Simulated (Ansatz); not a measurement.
The cluster Na4Li⁻. Charge -1, multiplicity 3. Geometry PBE/def2-TZVP, that of the neutral doublet; atoms count from 1.

```xyz
5

Li   -0.5458   -0.5790    0.3021
Na    0.3430   -0.5866    3.3526
Na    1.8398    1.4231    1.0175
Na   -2.0748   -1.2941   -2.4015
Na    0.4378    1.0366   -2.2707
```

The highest occupied level of the charge -1 triplet lies above zero (up to 0.26 eV). By energy differences its removal costs 0.52 eV (vertical, to the charge 0 doublet, at PBE0/def2-TZVPD); a positive level beside a positive removal energy at the same level points to self-interaction error. At PBE0/def2-TZVPD a singlet of charge -1 lies 0.34 eV below the triplet at the same geometry. The structure comes from a short search, and lower isomers may exist.

Question: Estimate the Mulliken populations from the PBE0/def2-TZVPD orbitals of Ansatz.

Answer: 
```csv
atom,charge (e),spin (α − β)
Li1,-0.03,0.68
Na2,-0.23,0.37
Na3,-0.26,0.29
Na4,-0.23,0.38
Na5,-0.25,0.27
```
Mulliken values and Mayer orders depend strongly on the basis. With diffuse functions, as here, like atoms can get unlike values, and bond orders can come out too low or too high.

Question: Where does the spin sit?

Answer: Summed by element: Li 0.68, Na 1.32, of 2 unpaired in all. Largest on single atoms: Li1 0.68, Na4 0.38, Na2 0.37.

Question: And the Mayer bond orders between bonded heavy atoms (over 0.3)?

Answer: Li1–Na2 0.32 (3.18 Å); Li1–Na3 0.36 (3.20 Å); Li1–Na4 0.32 (3.19 Å); Li1–Na5 0.36 (3.19 Å); Na2–Na3 0.74 (3.43 Å); Na3–Na5 0.41 (3.60 Å); Na4–Na5 0.73 (3.43 Å).
